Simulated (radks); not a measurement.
Spherical quantum dot in the effective-mass picture: electrons in a hard-walled sphere of radius 2.31, with a point charge +2 (a donor) at the centre, all in effective atomic units (hartree* = m*/eps^2 hartree, bohr* = eps/m* bohr), one dielectric constant everywhere. Method: non-relativistic Kohn-Sham, r2SCAN, spin-polarised, spherical densities, generalised Kohn-Sham scheme; computed with a radial shooting solver with Libxc functionals. Levels are named by radial order and angular momentum (1s, 1p, 1d, 2s, ...), and open shells are averaged over m. Each electron was tried in the lowest free levels, single moves between levels near the top were tried too, and the lowest total energy was kept; such a search can miss a lower state. At N = 1 the Hartree and exchange-correlation terms need not cancel, so that row can carry a self-interaction error.

N                         open shells  2S  E (hartree*)  mu = E(N) - E(N-1) (hartree*)  addition energy mu(N+1) - mu(N) (hartree*)  rms radius (bohr*)
1                    1s(up 1, down 0)   1      -1.97276                        -1.9728                                       1.192              0.8011
2                                none   0      -2.75316                       -0.78041                                       2.441              0.8923
3                    1p(up 1, down 0)   1      -1.09221                         1.6610                                      0.5291               1.095
4                    1p(up 2, down 0)   2       1.09782                         2.1900                                      0.5648               1.191
5                    1p(up 3, down 0)   3       3.85264                         2.7548                                      0.8328               1.252
6                    1p(up 3, down 1)   2       7.44029                         3.5877                                      0.5133               1.297
7                    1p(up 3, down 2)   1       11.5413                         4.1010                                      0.5451               1.331
8                                none   0       16.1874                         4.6461                                       1.407               1.358
9                    2s(up 1, down 0)   1       22.2409                         6.0535                                      0.8162               1.376
10                               none   0       29.1107                         6.8697                                      0.6692               1.384
11                   1d(up 1, down 0)   1       36.6496                         7.5390                                      0.4737               1.410
12  1d(up 3, down 0) 2s(up 1, down 0)   4       44.6623                         8.0127                                      0.5255               1.449
13  1d(up 4, down 0) 2s(up 1, down 0)   5       53.2005                         8.5382                                      0.5358               1.467
14  1d(up 5, down 0) 2s(up 1, down 0)   6       62.2744                         9.0740                                      0.7384               1.483
15                   1d(up 5, down 0)   5       72.0868                         9.8124                                      0.5812               1.482
16  1d(up 5, down 2) 2s(up 1, down 0)   4       82.4804                         10.394                                      0.4757               1.511
17  1d(up 5, down 3) 2s(up 1, down 0)   3       93.3497                         10.869                                      0.5198               1.522
18  1d(up 5, down 4) 2s(up 1, down 0)   2       104.739                         11.389                                      0.5233               1.533
19                   2s(up 1, down 0)   1       116.651                         11.912                                      0.6795               1.543
20                               none   0       129.243                         12.592                                       1.715               1.539
21                   1f(up 1, down 0)   1       143.550                         14.307                                      0.5093               1.550
22                   1f(up 2, down 0)   2       158.366                         14.816                                      0.5111               1.561
23                   1f(up 3, down 0)   3       173.693                         15.327                                      0.5129               1.570
24                   1f(up 4, down 0)   4       189.533                         15.840                                      0.5143               1.579
25                   1f(up 5, down 0)   5       205.887                         16.354                                      0.5153               1.587
26                   1f(up 6, down 0)   6       222.756                         16.869                                      0.5159               1.595
27                   1f(up 7, down 0)   7       240.142                         17.385                                           -               1.602

All shells are closed at N = 2, 8, 10, 20 (there: 1s2 1p6 1d10 2s2); the second difference of the energy has clear peaks (12 % above both neighbours; the first and last values, which can be the largest, are not judged, and half-filled shells can peak too) at N = 2, 5, 8, 14, 20.
